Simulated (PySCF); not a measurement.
Task: What does the PBE0-D3(BJ)/def2-SVP structure of `CC(=S)CCC(C)C` look like in three dimensions?

Result: 
Z-matrix in Å and degrees, rows numbered from 1:
```
C 
C   1  1.4975
S   2  1.6281  1  122.22
C   2  1.5031  1  116.05  3   178.04
C   4  1.5328  2  112.39  1   -69.91
C   5  1.5303  4  114.21  2  -173.05
C   6  1.5249  5  112.43  4   -62.30
C   6  1.5249  5  110.22  4   173.40
H   1  1.1038  2  109.67  3  -111.18
H   1  1.1029  2  110.75  3   131.74
H   1  1.0963  2  111.37  3     8.99
H   4  1.0995  2  108.78  1   168.66
H   4  1.1043  2  108.53  1    51.43
H   5  1.1047  4  110.14  2    64.24
H   5  1.1032  4  108.18  2   -51.60
H   6  1.1059  5  107.31  4    56.19
H   7  1.1008  6  111.01  5  -178.60
H   7  1.1032  6  110.81  5   -59.24
H   7  1.1003  6  112.29  5    61.32
H   8  1.1009  6  111.50  5   -56.41
H   8  1.1029  6  110.89  5    63.50
H   8  1.1008  6  111.31  5  -176.86
```

Of the pairs four or more bonds apart, H13···H19 is among the closest relative to their van der Waals radii: 2.26 Å, 94 % of the sum of Bondi's values. The 6 C–C bonds span 1.498 Å (C1–C2, drawn single) to 1.533 Å (C4–C5, drawn single), a spread of 0.035 Å.

Theory: PySCF, PBE0-D3(BJ)/def2-SVP geometry optimisation, gas phase.

Point group: C1 (no symmetry element, even within 0.4 Å). No frequency check. One conformer, not necessarily the lowest (C1–C2–C4–C5 -70°, C2–C4–C5–C6 -173°, C4–C5–C6–C7 -62°).

The run took about 2.6 min of CPU time (one thread, shared machine). That covers the optimisation of the geometry.
